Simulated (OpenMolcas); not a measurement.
**Worked example: vertical ionisation energy of C2H5NSi (SMILES C[SiH2]C#N)**

C2H5NSi has 9 atoms, charge 0, and is taken as a singlet. SMILES: `C[SiH2]C#N`. Geometry: relaxed at PBE0-D4/def2-TZVP.

Both states at this one shape; open shells run unrestricted unless said. 1 Eh = 27.2114 eV.

```tsv
level	program	singlet C2H5NSi (Eh)	doublet C2H5NSi+ (Eh)	HOMO of the first (eV)
HF/cc-pVDZ	OpenMolcas	-422.046779	-421.643682	-12.48
BLYP/cc-pVDZ	OpenMolcas	-423.397669	-422.993952	-7.80
M06-L/cc-pVDZ	OpenMolcas	-423.448896	-423.031986	-8.30
B3LYP/cc-pVDZ	OpenMolcas	-423.483953	-423.062288	-9.07
```

Q: Work out the vertical ionisation energy at each level.

A: 
1. HF/cc-pVDZ: -421.643682 − (-422.046779) = 0.403097 Eh = 10.97 eV; −ε(HOMO) = 12.48 eV.
2. BLYP/cc-pVDZ: -422.993952 − (-423.397669) = 0.403717 Eh = 10.99 eV; −ε(HOMO) = 7.80 eV.
3. M06-L/cc-pVDZ: -423.031986 − (-423.448896) = 0.416910 Eh = 11.34 eV; −ε(HOMO) = 8.30 eV.
4. B3LYP/cc-pVDZ: -423.062288 − (-423.483953) = 0.421665 Eh = 11.47 eV; −ε(HOMO) = 9.07 eV.

No measured value is set beside it here; the levels span 10.97 to 11.47 eV. In Hartree–Fock, −ε(HOMO) (Koopmans) exceeds the difference of totals by the orbital relaxation of the ion. In semi-local functionals −ε(HOMO) lies far under the ionisation energy, a result of self-interaction, while the difference of totals does much better. Hartree–Fock favours the state with fewer electron pairs, since it lacks pair correlation.
